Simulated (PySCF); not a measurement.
# Correlation energy of Pd²⁺ (palladium, charge +2)

[Kr] 4d7 5s1, high-spin 5F determinant (an excited configuration). Computed with PySCF 2.14 in x2c-QZVPPall (13s8p7d4f2g, 118 functions), with the spin-free X2C one-electron Hamiltonian (Gaussian nucleus). Frozen: [Ar] 3d10; 16 electrons correlated.

MP2 pair energies summed by pair of shells (mhartree):

```tsv
pair	energy	share (%)
4p-4d	-181.19	35.2
4d-4d	-159.89	31.1
4p-4p	-59.95	11.7
4d-5s	-35.33	6.9
4s-4d	-30.25	5.9
4s-4p	-29.75	5.8
4p-5s	-12.22	2.4
4s-4s	-4.76	0.9
4s-5s	-1.06	0.2
```

Total MP2 correlation energy: -514.40 mhartree.

Same-spin part -169.37 and opposite-spin part -345.03 mhartree; SCS-MP2 scales them by 1/3 and 6/5 to -470.49 mhartree.

This basis was not built for core-valence correlation, so the inner-shell part is incomplete.
